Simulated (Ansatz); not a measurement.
Geometry optimisation, RHF/def2-SVP in Ansatz.

Input file:

```yaml
crystal:
  periodic: [false, false, false]
  atoms:
    - { symbol: W, position_ang: [0.0, 0.0, 0.0] }
    - { symbol: F, position_ang: [0.0, 0.0, 2.2] }
    - { symbol: H, position_ang: [1.72, 0.0, 0.0] }
    - { symbol: Cl, position_ang: [0.0, 2.39, 0.0] }
    - { symbol: Cl, position_ang: [-2.39, 0.0, 0.0] }
    - { symbol: Cl, position_ang: [0.0, -2.39, 0.0] }
    - { symbol: H, position_ang: [0.0, 0.0, -1.72] }
    - { symbol: O, position_ang: [-1.5969, 1.4031, 0.7063] }
    - { symbol: H, position_ang: [-2.4693, 1.1782, 0.2499] }
    - { symbol: H, position_ang: [-0.9515, 0.836, 1.8599] }
basis:
  gaussian: { orbitals: def2-SVP }
hamiltonian:
  xc: hf
relax:
  f_tol: 0.15
  max_steps: 25
  restrain:
    - { distance: [0, 7], at: 3.14, k: 30.0 }
    - { distance: [9, 1], at: 2.12, k: 30.0 }
    - { distance: [0, 1], at: 1.85, k: 30.0 }
    - { distance: [9, 7], at: 1.01, k: 30.0 }
```

Launched with:

```bash
$ ansatz run input.yaml --threads 2 --pin off --max-ram 3072MiB --backend cpu --events-out ev --progress --plain --runs-dir out
```

Problem. Where does it end, and by what steps?

Solution. It converged. The restraints hold the end off the free minimum; the threshold counts their pulls, which the force column leaves out. Restrained pairs: W1–O8 (2.24 → 3.15 Å), F2–H10 (1.31 → 2.12 Å), W1–F2 (2.20 → 1.86 Å), O8–H10 (1.44 → 0.97 Å). After 21 steps the energy has fallen by 10.891 eV (the restraints' own energy left out); Cl4 moved furthest, 1.45 Å. The start is strongly strained (largest force component 14 eV/Å), so its close contacts needn't be bonds.

```tsv
step	energy less start (eV)	largest force component (eV/Å)	accepted
0	0.0000	13.850	yes
1	-1.7131	8.669	yes
2	-3.7011	6.267	yes
3	-6.1667	5.622	yes
4	-8.2638	3.208	yes
5	-8.6722	7.692	yes
6	-9.3223	4.012	yes
7	-9.9141	2.904	yes
8	-10.2105	2.344	yes
9	-10.4055	1.800	yes
10	-10.5502	1.583	yes
11	-10.6542	0.966	yes
12	-10.7322	0.914	yes
13	-10.7911	1.045	yes
14	-10.8523	1.269	yes
15	-10.8731	1.117	yes
16	-10.8708	1.244	yes
17	-10.8857	1.012	yes
18	-10.8861	1.012	yes
19	-10.8885	1.072	yes
20	-10.8889	1.006	no
21	-10.8912	1.074	yes
```

```xyz
10
Properties=species:S:1:pos:R:3
W 0.238 -0.805 0.211
F -0.055 -0.054 1.882
H 1.905 -0.754 0.377
Cl -0.796 3.591 0.193
Cl -2.842 -0.655 0.164
Cl 0.142 -2.755 -0.977
H 0.247 0.269 -1.075
O -1.067 2.021 0.690
H -2.749 0.618 0.242
H -0.709 1.941 1.590
```

The run took 2.1 min on 2 threads of Arm Neoverse V1, with other jobs on the host, peak memory 0.44 GiB.
